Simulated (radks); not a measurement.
Au63+, 16 electrons, occupied as [Ne] 3s2 3p4.

All-electron calculation, non-relativistic Kohn-Sham, PBE, spin-polarised, spherical densities, point nucleus; open shells are filled with parallel spins first (spin-orbit coupling, left out, can overturn this in heavy ions); relativity is left out, which matters for an element this heavy. Program: a radial shooting solver on a logarithmic mesh with Libxc functionals.

Energy parts (hartree):
part                       energy
total                 -13401.2110
kinetic                13400.4821
electron-nucleus      -27920.6913
Hartree                 1281.0321
exchange-correlation    -162.0338

Orbitals (lengths in bohr, moments of r in powers of bohr; r(90%) holds 90 % of the orbital's charge):
| orbital | occ. | eigenvalue (hartree) | <r> | r(90%) |
|---|---|---|---|---|
| 1s up | 1 | -2870.522 | 0.01916 | 0.0340 |
| 1s down | 1 | -2870.250 | 0.01916 | 0.0340 |
| 2s up | 1 | -625.7199 | 0.07977 | 0.122 |
| 2s down | 1 | -625.5273 | 0.07975 | 0.122 |
| 2p up | 3 | -610.6307 | 0.06737 | 0.108 |
| 2p down | 3 | -610.3500 | 0.06736 | 0.108 |
| 3s up | 1 | -256.3860 | 0.1878 | 0.271 |
| 3s down | 1 | -255.5951 | 0.1880 | 0.272 |
| 3p up | 3 | -250.5536 | 0.1771 | 0.261 |
| 3p down | 1 | -249.7364 | 0.1772 | 0.261 |
| 3d up | 0 | -241.4924 | 0.1521 | 0.230 |
| 3d down | 0 | -240.8317 | 0.1520 | 0.230 |
| 4s up | 0 | -138.2434 | 0.3445 | 0.483 |
| 4s down | 0 | -137.9626 | 0.3449 | 0.484 |

The highest occupied level is 3p down at -6795.7 eV. Virial ratio -V/T = 2.00005. Spin moment in Bohr magnetons: 2. For comparison, the ionisation energy in NIST's Atomic Spectra Database is 6997 eV (theoretical). In exact Kohn-Sham theory the highest level is minus the ionisation energy, but local and semilocal functionals leave it too shallow, through self-interaction and a potential that decays too fast; potentials with the right tail come closer. The electron density at the nucleus is 3.541e+05 e/bohr^3.
